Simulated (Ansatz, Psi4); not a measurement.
Conformational energy of C4H7N, SMILES N/C=C\C=C, singlet. Scanned: dihedral C3–C4–N5–H11; all other coordinates were relaxed at B3LYP-D3(BJ)/def2-SVP. Heavy atoms are numbered in the order of the SMILES C=C/C=C\N, hydrogens after them in the order of the atoms that carry them; the mirror image has the same energies with the sign of each dihedral reversed.

Levels of theory: PBE/def2-TZVP // B3LYP-D3(BJ)/def2-SVP (Psi4); PBE-D3(BJ)/def2-TZVP // B3LYP-D3(BJ)/def2-SVP (Psi4); wB97M-V/def2-TZVP // B3LYP-D3(BJ)/def2-SVP (Psi4); CCSD(T)/cc-pVTZ = CCSD(T) on RHF/cc-pVTZ, frozen core // B3LYP-D3(BJ)/def2-SVP run with Ansatz (a program for electronic structure).

Energies relative to the lowest point of each profile, in kcal/mol; the last columns give the difference from CCSD(T):

```json
[
 {"φ / °": "-165", "PBE/def2-TZVP": "0.1", "PBE-D3(BJ)/def2-TZVP": "0.1", "wB97M-V/def2-TZVP": "0.1", "CCSD(T)/cc-pVTZ": "0.3", "PBE/def2-TZVP − CCSD(T)/cc-pVTZ": "-0.2", "PBE-D3(BJ)/def2-TZVP − CCSD(T)/cc-pVTZ": "-0.2", "wB97M-V/def2-TZVP − CCSD(T)/cc-pVTZ": "-0.2"},
 {"φ / °": "-135", "PBE/def2-TZVP": "0.8", "PBE-D3(BJ)/def2-TZVP": "0.8", "wB97M-V/def2-TZVP": "0.6", "CCSD(T)/cc-pVTZ": "0.1", "PBE/def2-TZVP − CCSD(T)/cc-pVTZ": "0.6", "PBE-D3(BJ)/def2-TZVP − CCSD(T)/cc-pVTZ": "0.6", "wB97M-V/def2-TZVP − CCSD(T)/cc-pVTZ": "0.5"},
 {"φ / °": "-105", "PBE/def2-TZVP": "4.3", "PBE-D3(BJ)/def2-TZVP": "4.2", "wB97M-V/def2-TZVP": "3.5", "CCSD(T)/cc-pVTZ": "2.4", "PBE/def2-TZVP − CCSD(T)/cc-pVTZ": "1.9", "PBE-D3(BJ)/def2-TZVP − CCSD(T)/cc-pVTZ": "1.8", "wB97M-V/def2-TZVP − CCSD(T)/cc-pVTZ": "1.1"},
 {"φ / °": "-75", "PBE/def2-TZVP": "4.3", "PBE-D3(BJ)/def2-TZVP": "4.3", "wB97M-V/def2-TZVP": "3.1", "CCSD(T)/cc-pVTZ": "2.2", "PBE/def2-TZVP − CCSD(T)/cc-pVTZ": "2.0", "PBE-D3(BJ)/def2-TZVP − CCSD(T)/cc-pVTZ": "2.0", "wB97M-V/def2-TZVP − CCSD(T)/cc-pVTZ": "0.9"},
 {"φ / °": "-45", "PBE/def2-TZVP": "1.1", "PBE-D3(BJ)/def2-TZVP": "1.1", "wB97M-V/def2-TZVP": "0.7", "CCSD(T)/cc-pVTZ": "0.3", "PBE/def2-TZVP − CCSD(T)/cc-pVTZ": "0.8", "PBE-D3(BJ)/def2-TZVP − CCSD(T)/cc-pVTZ": "0.8", "wB97M-V/def2-TZVP − CCSD(T)/cc-pVTZ": "0.4"},
 {"φ / °": "-15", "PBE/def2-TZVP": "0.0", "PBE-D3(BJ)/def2-TZVP": "0.0", "wB97M-V/def2-TZVP": "0.0", "CCSD(T)/cc-pVTZ": "0.0", "PBE/def2-TZVP − CCSD(T)/cc-pVTZ": "0.0", "PBE-D3(BJ)/def2-TZVP − CCSD(T)/cc-pVTZ": "0.0", "wB97M-V/def2-TZVP − CCSD(T)/cc-pVTZ": "0.0"},
 {"φ / °": "15", "PBE/def2-TZVP": "0.0", "PBE-D3(BJ)/def2-TZVP": "0.0", "wB97M-V/def2-TZVP": "0.0", "CCSD(T)/cc-pVTZ": "0.0", "PBE/def2-TZVP − CCSD(T)/cc-pVTZ": "0.0", "PBE-D3(BJ)/def2-TZVP − CCSD(T)/cc-pVTZ": "0.0", "wB97M-V/def2-TZVP − CCSD(T)/cc-pVTZ": "0.0"},
 {"φ / °": "45", "PBE/def2-TZVP": "1.1", "PBE-D3(BJ)/def2-TZVP": "1.1", "wB97M-V/def2-TZVP": "0.7", "CCSD(T)/cc-pVTZ": "0.3", "PBE/def2-TZVP − CCSD(T)/cc-pVTZ": "0.8", "PBE-D3(BJ)/def2-TZVP − CCSD(T)/cc-pVTZ": "0.8", "wB97M-V/def2-TZVP − CCSD(T)/cc-pVTZ": "0.4"},
 {"φ / °": "75", "PBE/def2-TZVP": "4.3", "PBE-D3(BJ)/def2-TZVP": "4.3", "wB97M-V/def2-TZVP": "3.1", "CCSD(T)/cc-pVTZ": "2.2", "PBE/def2-TZVP − CCSD(T)/cc-pVTZ": "2.0", "PBE-D3(BJ)/def2-TZVP − CCSD(T)/cc-pVTZ": "2.0", "wB97M-V/def2-TZVP − CCSD(T)/cc-pVTZ": "0.9"},
 {"φ / °": "105", "PBE/def2-TZVP": "4.3", "PBE-D3(BJ)/def2-TZVP": "4.2", "wB97M-V/def2-TZVP": "3.5", "CCSD(T)/cc-pVTZ": "2.4", "PBE/def2-TZVP − CCSD(T)/cc-pVTZ": "1.9", "PBE-D3(BJ)/def2-TZVP − CCSD(T)/cc-pVTZ": "1.8", "wB97M-V/def2-TZVP − CCSD(T)/cc-pVTZ": "1.1"},
 {"φ / °": "135", "PBE/def2-TZVP": "0.8", "PBE-D3(BJ)/def2-TZVP": "0.8", "wB97M-V/def2-TZVP": "0.6", "CCSD(T)/cc-pVTZ": "0.1", "PBE/def2-TZVP − CCSD(T)/cc-pVTZ": "0.6", "PBE-D3(BJ)/def2-TZVP − CCSD(T)/cc-pVTZ": "0.6", "wB97M-V/def2-TZVP − CCSD(T)/cc-pVTZ": "0.5"},
 {"φ / °": "165", "PBE/def2-TZVP": "0.1", "PBE-D3(BJ)/def2-TZVP": "0.1", "wB97M-V/def2-TZVP": "0.1", "CCSD(T)/cc-pVTZ": "0.2", "PBE/def2-TZVP − CCSD(T)/cc-pVTZ": "-0.2", "PBE-D3(BJ)/def2-TZVP − CCSD(T)/cc-pVTZ": "-0.2", "wB97M-V/def2-TZVP − CCSD(T)/cc-pVTZ": "-0.2"}
]
```

PBE/def2-TZVP is furthest from CCSD(T)/cc-pVTZ at -75 (2.0 kcal/mol, above); its mean absolute difference over the points is 0.9 kcal/mol.

PBE-D3(BJ)/def2-TZVP is furthest from CCSD(T)/cc-pVTZ at -75 (2.0 kcal/mol, above); its mean absolute difference over the points is 0.9 kcal/mol.

wB97M-V/def2-TZVP is furthest from CCSD(T)/cc-pVTZ at -105 (1.1 kcal/mol, above); its mean absolute difference over the points is 0.5 kcal/mol.
